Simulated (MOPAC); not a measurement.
Input for MOPAC: PM7 on C2H4Si (SMILES C#C[SiH3]), a point of a bond scan (R = 1.170 Å).

```
PM7 1SCF PRECISE CHARGE=0 THREADS=1
C2H4Si

Si    -0.94557569 1    -0.07811079 1    -0.46973009 1
C      0.68460242 1     0.05655268 1     0.34008738 1
C      1.76130898 1     0.14549575 1     0.87495887 1
H     -1.05376220 1     0.95013135 1    -1.52668239 1
H     -1.08493276 1    -1.42239361 1    -1.06941143 1
H     -2.01018489 1     0.12953739 1     0.53507032 1
H      2.80648731 1     0.23183438 1     1.39416819 1
```

The log:

```
*******************************************************************************
 **                                                                           **
 **                              MOPAC v23.2.5                                **
 **                                                                           **
 *******************************************************************************
 ** MOPAC's Digital Object Identifier: https://doi.org/10.5281/zenodo.6511958 **
 **                                                                           **
 ** Please cite the open-source release paper for use of this MOPAC version:  **
 ** J. E. Moussa and J. J. P. Stewart (2026)                                  **
 ** MOPAC: An open-source semiempirical molecular orbital program             **
 ** J. Open Source Softw., 11(119), 8025, https://doi.org/10.21105/joss.08025 **
 *******************************************************************************

                              PM7 CALCULATION RESULTS

 *******************************************************************************
 *  PM7        - The PM7 Hamiltonian to be used
 *
 *
 *
 *                 CHARGE ON SYSTEM = 0
 *
 *
 *
 *  PRECISE    - TIGHTER CRITERIA TO BE USED
 *  1SCF       - DO 1 SCF AND THEN STOP
 *  THREADS=1  - MULTI-THREADING NOT USED
 *  T=         - A TIME OF 172800.0 SECONDS REQUESTED
 *  DUMP=N     - RESTART FILE WRITTEN EVERY 7200.0 SECONDS REQUESTED
 *******************************************************************************
PM7 1SCF PRECISE CHARGE=0 THREADS=1
 C2H4Si

   ATOM   CHEMICAL          X               Y               Z
  NUMBER   SYMBOL      (ANGSTROMS)     (ANGSTROMS)     (ANGSTROMS)

     1      Si         -0.94557569  *  -0.07811079  *  -0.46973009  *
     2       C          0.68460242  *   0.05655268  *   0.34008738  *
     3       C          1.76130898  *   0.14549575  *   0.87495887  *
     4       H         -1.05376220  *   0.95013135  *  -1.52668239  *
     5       H         -1.08493276  *  -1.42239361  *  -1.06941143  *
     6       H         -2.01018489  *   0.12953739  *   0.53507032  *
     7       H          2.80648731  *   0.23183438  *   1.39416819  *



          CARTESIAN COORDINATES

    NO.       ATOM           X           Y           Z

     1        Si         -0.9456     -0.0781     -0.4697
     2         C          0.6846      0.0566      0.3401
     3         C          1.7613      0.1455      0.8750
     4         H         -1.0538      0.9501     -1.5267
     5         H         -1.0849     -1.4224     -1.0694
     6         H         -2.0102      0.1295      0.5351
     7         H          2.8065      0.2318      1.3942

 General Reference for PM7:
 "Optimization of Parameters for Semiempirical Methods VI: More Modifications to the
 NDDO Approximations and Re-optimization of Parameters", J. J. P. Stewart, J. Mol. Mod., 1:32, 19 (2013)
 https://link.springer.com/article/10.1007/s00894-012-1667-x

           Empirical Formula: C2 H4 Si  =     7 atoms



      MOLECULAR POINT GROUP   :   C3v


      RHF CALCULATION, NO. OF DOUBLY OCCUPIED LEVELS = 8


 -------------------------------------------------------------------------------
 PM7 1SCF PRECISE CHARGE=0 THREADS=1
 C2H4Si



     1SCF WAS SPECIFIED, SO BFGS WAS NOT USED
     SCF FIELD WAS ACHIEVED


                              PM7 CALCULATION
                                                       MOPAC v23.2.5 Linux




          FINAL HEAT OF FORMATION =         55.75011 KCAL/MOL =     233.25847 KJ/MOL


          COSMO AREA              =        109.26 SQUARE ANGSTROMS
          COSMO VOLUME            =         95.03 CUBIC ANGSTROMS

          IONIZATION POTENTIAL    =         11.176417 EV
          HOMO LUMO ENERGIES (EV) =        -11.176  1.493
          NO. OF FILLED LEVELS    =          8
          MOLECULAR WEIGHT        =         56.1391         POINT GROUP:  C3v

          MOLECULAR DIMENSIONS (Angstroms)

            Atom       Atom       Distance
            H     7    H     5     4.89376
            H     4    H     6     2.41639
            H     7    H     4     2.00582


          SCF CALCULATIONS        =          1





   ATOM   CHEMICAL          X               Y               Z
  NUMBER   SYMBOL      (ANGSTROMS)     (ANGSTROMS)     (ANGSTROMS)

     1      Si         -0.94557569  *  -0.07811079  *  -0.46973009  *
     2       C          0.68460242  *   0.05655268  *   0.34008738  *
     3       C          1.76130898  *   0.14549575  *   0.87495887  *
     4       H         -1.05376220  *   0.95013135  *  -1.52668239  *
     5       H         -1.08493276  *  -1.42239361  *  -1.06941143  *
     6       H         -2.01018489  *   0.12953739  *   0.53507032  *
     7       H          2.80648731  *   0.23183438  *   1.39416819  *

                             CARTESIAN COORDINATES

   1   Si       -0.945575690    -0.078110790    -0.469730090
   2    C        0.684602420     0.056552680     0.340087380
   3    C        1.761308980     0.145495750     0.874958870
   4    H       -1.053762200     0.950131350    -1.526682390
   5    H       -1.084932760    -1.422393610    -1.069411430
   6    H       -2.010184890     0.129537390     0.535070320
   7    H        2.806487310     0.231834380     1.394168190


           Empirical Formula: C2 H4 Si  =     7 atoms



      MOLECULAR POINT GROUP   :   C3v


                  EIGENVALUES
 -26.03148 -19.41696 -16.66039 -13.25349 -12.94477 -12.94477 -11.17642 -11.17642
   1.49270   1.49270   1.63922   2.72987   2.72987   4.93197   7.21905   7.82064
  21.05627  21.05627  21.83116  21.83116  22.29342


              NET ATOMIC CHARGES AND DIPOLE CONTRIBUTIONS

  ATOM NO.   TYPE          CHARGE      No. of ELECS.   s-Pop       p-Pop       d-Pop
    1         Si           0.107718        3.8923     0.91757     2.84836     0.12635
    2          C          -0.256497        4.2565     1.17926     3.07724
    3          C          -0.173115        4.1731     1.17611     2.99700
    4          H           0.038269        0.9617     0.96173
    5          H           0.038269        0.9617     0.96173
    6          H           0.038269        0.9617     0.96173
    7          H           0.207087        0.7929     0.79291
 DIPOLE           X         Y         Z       TOTAL
 POINT-CHG.    -0.768    -0.063    -0.382     0.860
 HYBRID         0.833     0.069     0.414     0.932
 SUM            0.064     0.005     0.032     0.072


          ATOMIC ORBITAL ELECTRON POPULATIONS

     Atom    s        px        py        pz      x^2-y^2     xz        z^2       yz        xy
    1 Si   0.91757   0.82343   1.03844   0.98649   0.03794   0.03764   0.01007   0.02970   0.01100
    2  C   1.17926   1.05068   1.00814   1.01842
    3  C   1.17611   1.03016   0.97700   0.98984
    4  H   0.96173
    5  H   0.96173
    6  H   0.96173
    7  H   0.79291

 **********************
 *                    *
 * JOB ENDED NORMALLY *
 *                    *
 **********************




 == MOPAC DONE ==
```

The run finished.

Cost: roughly 0.010 core-seconds.
